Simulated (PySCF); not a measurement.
How methods differ on the ionisation energy of Er⁵¹⁺

Er⁵¹⁺ [Ne] 3s2 3p5 (2P) → Er⁵²⁺ [Ne] 3s2 3p4 (3P), as a difference of total energies. Calculation: PySCF 2.14, in an uncontracted even-tempered set (17 s from 12 bohr⁻², ratio 2.5; 12 p from 15 bohr⁻², ratio 2.5; 4 d from 64 bohr⁻², ratio 2.7; 4 f from 97 bohr⁻², ratio 2.7); the spin-free X2C one-electron Hamiltonian (Gaussian nucleus). Correlated levels: outer shells: 1s2 frozen; virtual orbitals above 40 to 60 times the deepest correlated orbital energy dropped. The calculations carry no spin-orbit coupling.

| method | ionisation energy (eV) |
| --- | --- |
| UHF | 4820.7 |
| MP2 (outer shells) | 4821.8 |
| SCS-MP2 (outer shells) | 4821.7 |
| CCSD (outer shells) | 4821.8 |
| CCSD(T) (outer shells) | 4821.8 |

Spin-orbit coupling is strong in these open shells (close to jj coupling). The scalar numbers leave it out and a first-order estimate fails, so it can dominate the gap to the real levels.

Breit and QED terms and the two-electron picture change are absent.

For comparison: 4748 ± 4 eV (theoretical estimate listed by NIST; NIST Atomic Spectra Database, ionization energies).
